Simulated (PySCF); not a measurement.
C2HCl3, charge +1, doublet, geometry from GFN2-xTB (a state made from the parent by changing its charge; the spin is typed, not shown lowest); WB97X/6-31G** (PySCF).

PySCF was given this input:
```python
from pyscf import gto, scf, dft

mol = gto.Mole()
mol.atom = '''
    Cl    2.15148935    0.62998113   -0.02558626
    C     0.98845082   -0.54508665   -0.03437003
    C    -0.37410702   -0.27292460    0.00002144
    Cl   -0.97112034    1.30174215    0.05453144
    Cl   -1.47493071   -1.55003980   -0.01276133
    H     1.32148615   -1.58055169   -0.06903390
'''
mol.basis = '6-31g**'
mol.charge = 1
mol.spin = 1
mol.verbose = 4
mol.build()

mf = dft.UKS(mol)
mf.xc = 'wb97x'
mf.grids.prune = dft.gen_grid.sg1_prune
mf.kernel()
mf.analyze()
```

Output, abridged:

```
PySCF version 2.14.0

[INPUT] verbose = 4
[INPUT] num. atoms = 6
[INPUT] num. electrons = 63
[INPUT] charge = 1
[INPUT] spin (= nelec alpha-beta = 2S) = 1
[INPUT] symmetry False subgroup None
[INPUT] Mole.unit = angstrom
[INPUT] Symbol           X                Y                Z      unit          X                Y                Z       unit  Magmom
[INPUT]  1 Cl     2.151489350000   0.629981130000  -0.025586260000 AA    4.065725631419   1.190491799344  -0.048351023952 Bohr   0.0
[INPUT]  2 C      0.988450820000  -0.545086650000  -0.034370030000 AA    1.867901337402  -1.030064482657  -0.064949943593 Bohr   0.0
[INPUT]  3 C     -0.374107020000  -0.272924600000   0.000021440000 AA   -0.706959809077  -0.515752746656   0.000040515728 Bohr   0.0
[INPUT]  4 Cl    -0.971120340000   1.301742150000   0.054531440000 AA   -1.835151476595   2.459936148302   0.103049486778 Bohr   0.0
[INPUT]  5 Cl    -1.474930710000  -1.550039800000  -0.012761330000 AA   -2.787215094610  -2.929150704176  -0.024115418685 Bohr   0.0
[INPUT]  6 H      1.321486150000  -1.580551690000  -0.069033900000 AA    2.497246900906  -2.986809819818  -0.130455164311 Bohr   0.0

nuclear repulsion = 321.514704658755
number of shells = 39
number of NR pGTOs = 214
number of NR cGTOs = 87
basis = 6-31g**
ecp = {}

******** <class 'pyscf.dft.uks.UKS'> ********
method = UKS
initial guess = minao
damping factor = 0
level_shift factor = 0
DIIS = <class 'pyscf.scf.diis.CDIIS'>
diis_start_cycle = 1
diis_space = 8
diis_damp = 0
SCF conv_tol = 1e-09
SCF conv_tol_grad = None
SCF max_cycles = 50
direct_scf = True
direct_scf_tol = 1e-13
number electrons alpha = 32  beta = 31
XC library pyscf.dft.libxc version 7.1.2
    S. Lehtola, C. Steigemann, M. J. T. Oliveira, and M. A. L. Marques,  SoftwareX 7, 1–5 (2018)
XC functionals = wb97x
    J.-D. Chai and M. Head-Gordon,  J. Chem. Phys. 128, 084106 (2008)
radial grids:
    Treutler-Ahlrichs [JCP 102, 346 (1995); DOI:10.1063/1.469408] (M4) radial grids

becke partition: Becke, JCP 88, 2547 (1988); DOI:10.1063/1.454033
pruning grids: <function sg1_prune>
grids dens level: 3
symmetrized grids: False
atomic radii adjust function: <function treutler_atomic_radii_adjust>
small_rho_cutoff = 0
Set gradient conv threshold to 3.16228e-05
tot grids = 36408
init E= -1458.18388475242

cycle= 1 E= -1456.74017408534  delta_E= 1.44  |g|= 0.577  |ddm|= 1.94
cycle= 2 E= -1456.66638854189  delta_E= 0.0738  |g|= 0.759  |ddm|= 1.51
cycle= 3 E= -1456.94438175726  delta_E= -0.278  |g|= 0.0375  |ddm|= 0.775
cycle= 4 E= -1456.94537979671  delta_E= -0.000998  |g|= 0.0156  |ddm|= 0.0875
cycle= 5 E= -1456.9455549333  delta_E= -0.000175  |g|= 0.00382  |ddm|= 0.0314
cycle= 6 E= -1456.94557594901  delta_E= -2.1e-05  |g|= 0.00205  |ddm|= 0.0117
cycle= 7 E= -1456.94558258543  delta_E= -6.64e-06  |g|= 0.000884  |ddm|= 0.00542
cycle= 8 E= -1456.94558439018  delta_E= -1.8e-06  |g|= 0.00042  |ddm|= 0.00255
cycle= 9 E= -1456.94558494035  delta_E= -5.5e-07  |g|= 0.000185  |ddm|= 0.00154
cycle= 10 E= -1456.94558502943  delta_E= -8.91e-08  |g|= 6.65e-05  |ddm|= 0.000685
cycle= 11 E= -1456.94558504007  delta_E= -1.06e-08  |g|= 3.13e-05  |ddm|= 0.000225
cycle= 12 E= -1456.94558504263  delta_E= -2.56e-09  |g|= 1.59e-05  |ddm|= 0.00013
cycle= 13 E= -1456.945585043  delta_E= -3.69e-10  |g|= 8.62e-06  |ddm|= 3.16e-05
Extra cycle  E= -1456.94558504314  delta_E= -1.44e-10  |g|= 6.77e-06  |ddm|= 2.23e-05
converged SCF energy = -1456.94558504314  <S^2> = 0.75349953  2S+1 = 2.0034965
**** SCF Summaries ****
Total Energy =                       -1456.945585043144774
Nuclear Repulsion Energy =             321.514704658755306
One-electron Energy =                -2633.978738916413931
Two-electron Energy =                  855.518449214513794
Two-electron Coulomb Energy =          951.138361039044639
DFT Exchange-Correlation Energy =      -95.619911824530845
**** MO energy ****
                             alpha | beta                alpha | beta
MO #1   energy= -101.765700820203  | -101.764285042863  occ= 1 | 1
MO #2   energy= -101.759364170803  | -101.758398390219  occ= 1 | 1
MO #3   energy= -101.757056474184  | -101.756259956515  occ= 1 | 1
MO #4   energy= -10.6732692907691  | -10.6710766494173  occ= 1 | 1
MO #5   energy= -10.6252791430648  | -10.6220458993019  occ= 1 | 1
MO #6   energy= -9.81638309205232  | -9.81519233469679  occ= 1 | 1
MO #7   energy= -9.81000170397345  | -9.80917855448542  occ= 1 | 1
MO #8   energy= -9.80777488174817  | -9.80709407188615  occ= 1 | 1
MO #9   energy= -7.5785965715742   | -7.57800986635684  occ= 1 | 1
MO #10  energy= -7.57305310070222  | -7.57266568283666  occ= 1 | 1
MO #11  energy= -7.57222637740476  | -7.57039619794713  occ= 1 | 1
MO #12  energy= -7.57068710382243  | -7.56764457060552  occ= 1 | 1
MO #13  energy= -7.5656925214115   | -7.5648611947551   occ= 1 | 1
MO #14  energy= -7.56421952599291  | -7.56104965358389  occ= 1 | 1
MO #15  energy= -7.56179025261558  | -7.55916302297372  occ= 1 | 1
MO #16  energy= -7.55972776064028  | -7.55914458325464  occ= 1 | 1
MO #17  energy= -7.55768713823451  | -7.55721781164496  occ= 1 | 1
MO #18  energy= -1.33140793922074  | -1.32065654893381  occ= 1 | 1
MO #19  energy= -1.26814081521081  | -1.25998903494688  occ= 1 | 1
MO #20  energy= -1.2165711723745   | -1.21074831115986  occ= 1 | 1
MO #21  energy= -1.1070024875443   | -1.08487133285983  occ= 1 | 1
MO #22  energy= -0.934338075072768 | -0.924382118027042 occ= 1 | 1
MO #23  energy= -0.863937720579752 | -0.85761648496173  occ= 1 | 1
MO #24  energy= -0.842621602937812 | -0.835651896651793 occ= 1 | 1
MO #25  energy= -0.800981777987253 | -0.769275337077215 occ= 1 | 1
MO #26  energy= -0.773633316301215 | -0.763146081156878 occ= 1 | 1
MO #27  energy= -0.716218626688041 | -0.684114018547281 occ= 1 | 1
MO #28  energy= -0.678417441767836 | -0.675184234700496 occ= 1 | 1
MO #29  energy= -0.670564806888591 | -0.662580661934147 occ= 1 | 1
MO #30  energy= -0.666432202886023 | -0.645086954805119 occ= 1 | 1
MO #31  energy= -0.643461381466261 | -0.640676237052864 occ= 1 | 1
MO #32  energy= -0.589140679110746 | -0.336008148544175 occ= 1 | 0
MO #33  energy= -0.207584848961409 | -0.156807821687387 occ= 0 | 0
MO #34  energy= -0.11768791716818  | -0.110337821918347 occ= 0 | 0
MO #35  energy= -0.108791108893736 | -0.101316815177437 occ= 0 | 0
MO #36  energy= -0.0457384307734521 | -0.0382294894606758 occ= 0 | 0
MO #37  energy= 0.060787061003535  | 0.06518866062006   occ= 0 | 0
MO #38  energy= 0.105488061273773  | 0.112694505960885  occ= 0 | 0
MO #39  energy= 0.179113426455657  | 0.180265918672523  occ= 0 | 0
MO #40  energy= 0.218816347557934  | 0.220959826017065  occ= 0 | 0

To work with the spin densities directly, `use mulliken_meta_spin()` only printing them here.

 ** Mulliken spin pop alpha/beta on meta-lowdin orthogonal AOs **
 ** Mulliken Spin Density (per AO)  **
spin_pop of  0 Cl 1s        0.00000
spin_pop of  0 Cl 2s       -0.00000
spin_pop of  0 Cl 3s        0.00225
spin_pop of  0 Cl 4s        0.00012
spin_pop of  0 Cl 2px      -0.00000
spin_pop of  0 Cl 2py      -0.00000
spin_pop of  0 Cl 2pz       0.00001
spin_pop of  0 Cl 3px      -0.00603
spin_pop of  0 Cl 3py      -0.00432
spin_pop of  0 Cl 3pz       0.20349
spin_pop of  0 Cl 4px       0.00023
spin_pop of  0 Cl 4py       0.00024
spin_pop of  0 Cl 4pz       0.00106
spin_pop of  0 Cl 3dxy     -0.00011
spin_pop of  0 Cl 3dyz     -0.00037
spin_pop of  0 Cl 3dz^2     0.00018
spin_pop of  0 Cl 3dxz     -0.00042
spin_pop of  0 Cl 3dx2-y2   -0.00008
spin_pop of  1 C 1s       -0.00000
spin_pop of  1 C 2s        0.01477
spin_pop of  1 C 3s       -0.00016
spin_pop of  1 C 2px       0.00129
spin_pop of  1 C 2py       0.00781
spin_pop of  1 C 2pz       0.32959
spin_pop of  1 C 3px      -0.00006
spin_pop of  1 C 3py       0.00003
spin_pop of  1 C 3pz       0.00043
spin_pop of  1 C 3dxy     -0.00005
spin_pop of  1 C 3dyz     -0.00016
spin_pop of  1 C 3dz^2    -0.00054
spin_pop of  1 C 3dxz      0.00070
spin_pop of  1 C 3dx2-y2    0.00001
spin_pop of  2 C 1s       -0.00000
spin_pop of  2 C 2s        0.00757
spin_pop of  2 C 3s       -0.00011
spin_pop of  2 C 2px      -0.00231
spin_pop of  2 C 2py       0.00541
spin_pop of  2 C 2pz       0.20556
spin_pop of  2 C 3px      -0.00011
spin_pop of  2 C 3py       0.00004
spin_pop of  2 C 3pz       0.00023
spin_pop of  2 C 3dxy     -0.00004
spin_pop of  2 C 3dyz     -0.00023
spin_pop of  2 C 3dz^2    -0.00035
spin_pop of  2 C 3dxz      0.00093
spin_pop of  2 C 3dx2-y2   -0.00000
spin_pop of  3 Cl 1s        0.00000
spin_pop of  3 Cl 2s       -0.00000
spin_pop of  3 Cl 3s        0.00136
spin_pop of  3 Cl 4s        0.00008
spin_pop of  3 Cl 2px      -0.00000
spin_pop of  3 Cl 2py      -0.00000
spin_pop of  3 Cl 2pz       0.00001
spin_pop of  3 Cl 3px      -0.00146
spin_pop of  3 Cl 3py      -0.00648
spin_pop of  3 Cl 3pz       0.12018
spin_pop of  3 Cl 4px       0.00010
spin_pop of  3 Cl 4py       0.00014
spin_pop of  3 Cl 4pz       0.00056
spin_pop of  3 Cl 3dxy     -0.00004
spin_pop of  3 Cl 3dyz     -0.00042
spin_pop of  3 Cl 3dz^2     0.00009
spin_pop of  3 Cl 3dxz     -0.00007
spin_pop of  3 Cl 3dx2-y2   -0.00006
spin_pop of  4 Cl 1s        0.00000
spin_pop of  4 Cl 2s       -0.00000
spin_pop of  4 Cl 3s        0.00152
spin_pop of  4 Cl 4s        0.00009
spin_pop of  4 Cl 2px      -0.00000
spin_pop of  4 Cl 2py      -0.00000
spin_pop of  4 Cl 2pz       0.00001
spin_pop of  4 Cl 3px      -0.00440
spin_pop of  4 Cl 3py      -0.00361
spin_pop of  4 Cl 3pz       0.13765
spin_pop of  4 Cl 4px       0.00016
spin_pop of  4 Cl 4py       0.00015
spin_pop of  4 Cl 4pz       0.00066
spin_pop of  4 Cl 3dxy     -0.00007
spin_pop of  4 Cl 3dyz     -0.00033
spin_pop of  4 Cl 3dz^2     0.00010
spin_pop of  4 Cl 3dxz     -0.00024
spin_pop of  4 Cl 3dx2-y2   -0.00005
spin_pop of  5 H 1s       -0.01220
spin_pop of  5 H 2s        0.00006
spin_pop of  5 H 2px       0.00000
spin_pop of  5 H 2py      -0.00004
spin_pop of  5 H 2pz       0.00004
 ** Mulliken Spin Density (per atom)  **
spin density of  0 Cl =      0.19626
spin density of  1 C =      0.35366
spin density of  2 C =      0.21660
spin density of  3 Cl =      0.11396
spin density of  4 Cl =      0.13165
spin density of  5 H =     -0.01213
 ** Mulliken pop alpha/beta on meta-lowdin orthogonal AOs **
 ** Mulliken pop       alpha | beta **
In total            32.00000 | 31.00000
 ** Mulliken atomic charges   ( Nelec_alpha | Nelec_beta ) **
charge of  0Cl =      0.27660  (     8.45983      8.26357 )
charge of  1C =     -0.00916  (     3.18141      2.82775 )
charge of  2C =      0.07793  (     3.06933      2.85273 )
charge of  3Cl =      0.22007  (     8.44694      8.33298 )
charge of  4Cl =      0.22896  (     8.45134      8.31969 )
charge of  5H =      0.20559  (     0.39114      0.40327 )

WARN: System has nonzero charge 1; the dipole moment is origin-dependent.
Location of origin: [0. 0. 0.]

Dipole moment(X, Y, Z, Debye):  1.26116, -1.26334, -0.05946
```
